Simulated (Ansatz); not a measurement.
`C=C[SiH2][SiH3]` + `[SiH3]C1NCS1` → `C=C[SiH]([SiH3])[SiH3]` + `C1NCS1`  (formal exchange of groups at the Si–H bond)

Calculated with Ansatz (gas phase, PBE0-D4/def2-TZVP geometries, no zero-point term in ΔE). CCSD(T)/CBS is the MP2 limit (def2-TZVPP, def2-QZVPP) plus CCSD(T) − MP2 in def2-TZVPP, frozen cores. One conformer a species, not always the lowest.

| species | CCSD(T)/CBS(def2) energy (Eh) |
| --- | --- |
| `C=C[SiH2][SiH3]` | -659.04133 |
| `[SiH3]C1NCS1` | -821.81773 |
| `C=C[SiH]([SiH3])[SiH3]` | -949.32428 |
| `C1NCS1` | -531.54154 |

(1) Work out ΔE.

Largest T1 diagnostic among the species: 0.013.

Answers

(1) ΔE = (-949.32428) + (-531.54154) − (-659.04133) − (-821.81773) = -0.00676 Eh = -17.7 kJ/mol.
